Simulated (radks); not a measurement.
Task: The germanium anion Ge4-, [Kr], held by a Watson sphere: a shell of charge +4 at radius R that stands for the Madelung well of a crystal (potential energy -4/R inside, -4/r outside, in hartree with lengths in bohr). Calculated with a radial shooting solver on a logarithmic mesh with Libxc functionals: scalar-relativistic Kohn-Sham, LDA (Slater exchange, VWN5 correlation), spin-unpolarised, spherical densities, finite nucleus; Fermi nuclear charge, rms radius of each element as measured or else 0.836 A^(1/3) + 0.57 fm. Response by self-consistent Sternheimer equations with the Hartree and adiabatic LDA kernel, the relativistic mass of each level held fixed and spin-orbit coupling left out. The sphere does not respond.

R (bohr)  e(3d) (eV)  e(4s) (eV)  e(4p) (eV)  <r> 4p (bohr)  sum of <r^2> (bohr^2)  X-ray form factor at sin(theta)/lambda = 0.1 1/angstrom  alpha (bohr^3)
2.93         -27.495     -13.095      -6.212          2.929                  82.73                                                   31.341           68.34
3.19         -27.139     -12.346      -5.750          3.076                  89.50                                                   31.109           83.95
3.64         -26.780     -11.308      -5.041          3.333                  102.0                                                   30.736           119.1
3.95         -26.640     -10.757      -4.622          3.512                  111.2                                                   30.505           150.6

Estimate the row for R = 4.47 bohr.

Result: e(3d) (eV) -26.507; e(4s) (eV) -10.075; e(4p) (eV) -4.034; <r> 4p (bohr) 3.818; sum of <r^2> (bohr^2) 127.9; X-ray form factor at sin(theta)/lambda = 0.1 1/angstrom 30.166; alpha (bohr^3) 219.4.
